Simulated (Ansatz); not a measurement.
`CS[SiH](O)F` + `[NH2][Mg][F]` → `CS[SiH](N)F` + `[OH][Mg][F]`  (redistribution)

Program: Ansatz. Geometries: PBE0-D4/def2-TZVP. ΔE: electronic, gas phase. CCSD(T)/CBS adds triple-zeta CCSD(T) − MP2 to the extrapolated MP2 energy (def2 sets, frozen cores). DFT in def2-TZVPP. B3LYP here is the variant with VWN-RPA as its local correlation; programs differ in this. For Mg outer-core shells are correlated without core-valence functions, which leaves a few kJ/mol of doubt a bond. One conformer a species, not always the lowest.

Task: Is it downhill or uphill in electronic energy at CCSD(T)/CBS, and by how much? (Best estimate.)

Result: Computed: Downhill: ΔE = -5.1 kcal/mol.

Task: What do these levels give: B3LYP-D4, PBE, r2SCAN, B3LYP, MP2/def2-TZVPP, CCSD/CBS(def2)? (An estimate is asked.)

Result: Ansatz gave: B3LYP-D4 -4.8, PBE -4.0, r2SCAN -4.6, B3LYP -4.3, MP2/def2-TZVPP -4.6, CCSD/CBS(def2) -5.4 kcal/mol.

Largest T1 diagnostic among the species: 0.011.
